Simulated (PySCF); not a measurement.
Computed data sheet: `CO[C@@H]1C[C@]1(C)OC(F)(F)F`

Species: C6H9F3O2.
Geometry (GFN2-xTB, Å), atoms numbered from 1 in this order:
```xyz
20
C6H9F3O2 angstrom
C      2.478    0.707   -0.921
O      2.000   -0.431   -0.232
C      1.016   -0.139    0.692
C      0.002   -1.207    0.972
C     -0.423    0.041    0.248
C     -1.311    1.060    0.921
O     -0.612   -0.027   -1.174
C     -1.589   -0.771   -1.642
F     -2.805   -0.480   -1.137
F     -1.443   -2.094   -1.438
F     -1.674   -0.600   -2.958
H      2.889    1.442   -0.220
H      3.265    0.351   -1.582
H      1.682    1.173   -1.510
H      1.346    0.502    1.510
H     -0.349   -1.347    1.982
H      0.106   -2.116    0.402
H     -1.278    1.998    0.370
H     -0.961    1.234    1.934
H     -2.343    0.716    0.961
```

Structural features include: ether, CF3 group, C–F bond and cyclopropane ring.

From GFN2-xTB geometry:

| Quantity | Value |
| --- | --- |
| Point group of the GFN2-xTB geometry | C1 |
| Rotational constants A, B, C of the GFN2-xTB geometry | 1.673, 0.801, 0.700 GHz |

**PBE0/pcSseg-1 ground state and GIAO shieldings, non-relativistic (PySCF)**

| Item | Value |
| --- | --- |
| Dipole moment | 3.23 D |
| HOMO energy | -7.47 eV |
| LUMO energy | 1.15 eV |
| HOMO–LUMO gap | 8.62 eV |
| Lowest Hirshfeld atomic charge | -0.14 e on O2 |
| Highest Hirshfeld atomic charge | +0.31 e on C8 |
| 13C chemical shifts (computed TMS as zero) by class | 132.8 (C8), 66.1 (C5), 65.2 (C3), 61.4 (C1), 24.9 (C6), 20.8 (C4) ppm |
| 1H chemical shifts (computed TMS as zero) by class | 3.65 (H12/H13/H14), 2.77 (H15), 1.84 (H17), 1.61 (H18/H19/H20), 0.73 (H16) ppm |
| Isotropic shieldings of nuclei other than C and H, by class | 213 (O7), 303 (O2), 240 (F9/F10/F11) ppm |
| Mayer bond orders between heavy atoms | C1–O2 0.91, O2–C3 0.99, C3–C4 0.94, C4–C5 0.95, C5–C6 1.04, C5–O7 0.81, O7–C8 1.13, C8–F9 0.99, C8–F10 1.00, C8–F11 1.05, C5–C3 0.88 |

Monoisotopic mass from the formula: 170.0555 u.

With B = h/(8π²I), that is 505.379 GHz u Å² over I, the principal moments of inertia are 302.2, 631.2 and 722.1 u Å² (most abundant isotopes); the inertial defect Ic − Ia − Ib is -211.3 u Å² (zero for a rigid planar frame, negative otherwise). The rotational constants make it an asymmetric top with κ = (2B − A − C)/(A − C) = -0.79, nearer the prolate limit (−1). The dipole equals about 10.8 × 10⁻³⁰ C·m (1 D = 3.33564 × 10⁻³⁰ C·m).

One conformer (not necessarily the lowest) at the GFN2-xTB geometry, without solvent or vibrations. NMR classes are plain means over equivalent atoms (diastereotopic ones count apart unless rotation or inversion swaps them), as if these changed places fast; in this geometry the members of some classes differ.
